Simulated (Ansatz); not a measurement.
One geometry of C2H3Cl2Ga, SMILES `C=[CH][Ga]([Cl])[Cl]`, several functionals.

```yaml
crystal:
  periodic: [false, false, false]
  atoms:
    - {symbol: C, position_ang: [0.786911, 0.535067, 1.116899]}
    - {symbol: C, position_ang: [-0.133252, -0.318561, 0.676416]}
    - {symbol: Ga, position_ang: [-0.626258, -0.347728, -1.187178]}
    - {symbol: Cl, position_ang: [-2.087914, -1.657252, -2.020156]}
    - {symbol: Cl, position_ang: [0.304160, 0.986292, -2.573261]}
    - {symbol: H, position_ang: [1.081115, 0.570826, 2.163085]}
    - {symbol: H, position_ang: [1.287513, 1.235856, 0.454697]}
    - {symbol: H, position_ang: [-0.612285, -1.004500, 1.369497]}
basis:
  gaussian: {orbitals: def2-TZVPP}
hamiltonian: {xc: {name: PBE-QIDH}}
```

```sh
$ ansatz run in.yaml --threads 4 --pin off --events-out ev --progress --plain --max-ram 10444MiB
```

Output, abridged:

```
Functional definition: PBE-QIDH
1434 factors; integrals over basis functions are off by at most 9.2e-4 eV
mean field evaluation 1: about -79506.0635 eV, gradient 3.7e1 eV
mean field evaluation 2: about -79506.2019 eV, gradient 3.6e1 eV
mean field evaluation 4: about -79509.2804 eV, gradient 4.6e0 eV
mean field evaluation 8: about -79509.3087 eV, gradient 3.0e-1 eV
mean field evaluation 16: about -79509.3089 eV, gradient 2.7e-4 eV
mean field -79509.30886870 eV, -2921.9132075794 hartree, gradient 2.9e-6 eV, S^2 0.000000; 0 other end points of the search recorded, 0 dependent functions left out
21 core orbitals not correlated: weight in the atoms' cores, before any rotation towards them, 1.000 or more for the frozen orbitals, at most 0.000 for the correlated occupied ones
reference -79509.30888105 eV, -2921.9132080334 hartree; 19, 19 occupied and 196, 196 virtual orbitals, 1434 factors
second order -28.09040577 eV of doubles, -0.00000000 eV of singles
Total energy: -79518.67234964 eV, -2922.2573091573 hartree
```

It took 5 s on 4 threads of an Arm Neoverse V2 on a shared host, with 0.63 GiB of host memory at the peak.

Changing it to `hamiltonian: {xc: {name: BHLYP}, dispersion: d4}` (abridged; 3.4 s):

```
Functional definition: BHLYP
mean field evaluation 16: about -79548.4275 eV, gradient 9.1e-5 eV
mean field -79548.42753206 eV, -2923.3507919423 hartree, gradient 1.9e-5 eV, S^2 0.000000
Total energy: -79548.75268764 eV, -2923.3627411897 hartree
```

With the line `hamiltonian: {xc: r2scan, dispersion: d4}` and forces (abridged; 4.6 s):

```
Functional definition: r2SCAN
mean field evaluation 16: about -79547.1930 eV, gradient 4.5e-4 eV
mean field -79547.19299196 eV, -2923.3054234305 hartree, gradient 8.9e-5 eV, S^2 0.000000
Total energy: -79547.24750676 eV, -2923.3074268123 hartree
Atom 0 force     0.131208     0.122789     0.058274 eV/Å
Atom 1 force    -0.120796    -0.105379    -0.079739 eV/Å
Atom 2 force     0.000680    -0.004157     0.016729 eV/Å
Atom 3 force     0.003030     0.002170     0.002125 eV/Å
Atom 4 force    -0.002720    -0.004168     0.007259 eV/Å
Atom 5 force    -0.000269     0.001163    -0.006811 eV/Å
Atom 6 force    -0.004881    -0.008154     0.009716 eV/Å
Atom 7 force    -0.006252    -0.004263    -0.007552 eV/Å
Dipole moment:     0.186985     0.043042     0.585461 e Å
```

With the line `hamiltonian: {xc: {name: wB97M-V}}` and forces (abridged; 11 s):

```
Functional definition: wB97M-V
mean field evaluation 16: about -79545.4152 eV, gradient 1.6e-4 eV
mean field -79545.41520819 eV, -2923.2400910819 hartree, gradient 5.5e-5 eV, S^2 0.000000
Total energy: -79545.41525566 eV, -2923.2400928265 hartree
Atom 0 force     0.035784     0.026991     0.040697 eV/Å
Atom 1 force    -0.032245    -0.039197     0.023856 eV/Å
Atom 2 force     0.017533     0.008263     0.037021 eV/Å
Atom 3 force    -0.005242    -0.003939    -0.007572 eV/Å
Atom 4 force     0.003182     0.004820    -0.003564 eV/Å
Atom 5 force    -0.030903    -0.008066    -0.094904 eV/Å
Atom 6 force    -0.046405    -0.059925     0.040310 eV/Å
Atom 7 force     0.058296     0.071052    -0.035845 eV/Å
Dipole moment:     0.179247     0.039326     0.568546 e Å
```

With the line `hamiltonian: {xc: {name: LC-wPBE}}` (abridged; 2.4 s):

```
Functional definition: LC-wPBE
mean field evaluation 16: about -79535.1151 eV, gradient 1.9e-4 eV
mean field -79535.11506597 eV, -2922.8615678372 hartree, gradient 5.2e-5 eV, S^2 0.000000
Total energy: -79535.11506598 eV, -2922.8615678375 hartree
```

The same input with `hamiltonian: {xc: {name: wB97X-V}}` (abridged; 7.5 s):

```
Functional definition: wB97X-V
mean field evaluation 16: about -79541.2376 eV, gradient 7.4e-5 eV
mean field -79541.23757003 eV, -2923.0865657115 hartree, gradient 2.5e-5 eV, S^2 0.000000
Total energy: -79541.23756807 eV, -2923.0865656393 hartree
```
